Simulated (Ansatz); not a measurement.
Reaction (ligand exchange at the Sn–Br bond): `[NH2][SnH2][Br]` + CH₃OH → `C[O][SnH2][NH2]` + HBr

Program: Ansatz. Geometries: PBE0-D4/def2-TZVP. ΔE: electronic, gas phase. CCSD(T)/CBS is the MP2 limit (def2-TZVPP, def2-QZVPP) plus CCSD(T) − MP2 in def2-TZVPP, frozen cores. This one scheme is used for every species. DFT in def2-TZVPP. HSE06 is defined as in plane-wave codes. Elements past krypton have def2 core potentials. For Br, Sn outer-core shells are correlated without core-valence functions, which leaves a few kJ/mol of doubt a bond. Scalar relativity is left out up to krypton. One conformer a species, not always the lowest.

```
             level  ΔE (kJ/mol)  difference from CCSD(T)/CBS
            PBE-D4         83.9                         -0.2
         revPBE-D4         80.7                         -3.4
           BLYP-D4         76.6                         -7.5
        r2SCAN0-D4         92.3                          8.2
      CAM-B3LYP-D4         81.6                         -2.5
           ωB97X-V         84.0                         -0.1
            B2PLYP         84.0                         -0.1
              BLYP         81.5                         -2.6
              PBE0         93.8                          9.7
             HSE06         94.2                         10.1
           LC-ωPBE         86.5                          2.4
       HF/def2-SVP        101.8                         17.7
      MP2/def2-SVP         80.6                         -3.5
     CCSD/def2-SVP         81.0                         -3.1
SCS-MP2/def2-TZVPP         79.7                         -4.4
CCSD(T)/def2-TZVPP         78.3                         -5.8
       CCSD(T)/CBS         84.1                            0
```

Largest T1 diagnostic among the species: 0.013.

At CCSD(T), def2-SVP lies −6.0 kJ/mol from the extrapolated value and def2-TZVPP −5.8 kJ/mol. The D4 term adds −3.3 kJ/mol with B3LYP and −2.0 kJ/mol with PBE0; it sums over pairs of atoms, weighted by their polarisabilities, and B3LYP, whose exchange is more repulsive, gets the larger term.

B3LYP here is the variant with VWN-RPA as its local correlation; programs differ in this.
